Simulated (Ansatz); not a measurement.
Species: dibromo(difluoro)silane, sum formula SiBr₂F₂ (charge 0, singlet). 
Coordinates optimised at B3LYP-D3(BJ)/def2-TZVP (Ansatz, a program for electronic structure):
SMILES: F[Si](F)(Br)Br
```xyz
5

F     -0.0035     1.6880    -1.1561
Si    -0.0108     0.6657     0.0470
F     -0.0485     1.5083     1.3815
Br     1.8284    -0.5169    -0.0042
Br    -1.8107    -0.5713    -0.0726
```

Basis-set convergence of Hartree-Fock and CCSD correlation energies (hartree) with Ansatz. Cores are frozen in the correlated levels unless marked. No spin-orbit coupling. Frozen are the shells of the preceding noble gas and the d and f shells that filled before the atom's block. No relativistic terms.

| basis | functions | E(HF) | E(corr, CCSD) |
|---|---|---|---|
| def2-SVPD | 152 | -5632.00169 | -0.75167 |
| def2-TZVPPD | 242 | -5632.99205 | -0.95794 |
| def2-QZVPPD | 404 | -5633.10863 | -1.04211 |

Extrapolating the two largest sets (X = 3 and 4) as X^-3: E(corr) = (64·(-1.04211) - 27·(-0.95794))/37 = -1.1035 Eh, an estimate of the basis-set limit. The largest set recovers 94.4 % of it, the smallest 68.1 %.
